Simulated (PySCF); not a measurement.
**From computed data to an observable: oscillator strength and radiative lifetime**

SeCl2, SMILES Cl[Se]Cl.

The structure is a stationary point at ωB97X-D3(BJ)/def2-TZVP. The isomer is the one that the SMILES or the coordinates give; other isomers of the formula were not compared.

PySCF with TDDFT-PBE/def2-SVPD puts the first singlet state with f over 0.02 at 5.93 eV (vertical), with the transition dipole (0.000, 0.825, 0.000) in atomic units.

Q: Find the oscillator strength, the wavelength and the radiative lifetime that this transition would have in vacuum if emission retraced absorption.

A: 
|μ|² = 0.6806 au, so |μ| = 2.10 D. ΔE = 5.93/27.211 = 0.2179 hartree. f = (2/3) ΔE |μ|² = 0.099 (the program prints 0.099).
λ = 1239.84/5.93 = 209 nm; ν = 47829 cm⁻¹.
Einstein's coefficient A = 0.6670 ν² f s⁻¹ (ν in cm⁻¹) = 1.5e8 s⁻¹, so τ = 1/A = 6.6 ns. This state is S9; the lower singlets have f = 0.001, 0.000, 0.000, 0.002, 0.018, 0.003, 0.011, 0.009. The figure is the radiative limit of this one transition; relaxation, internal conversion, crossing to triplets and a medium change what is measured.
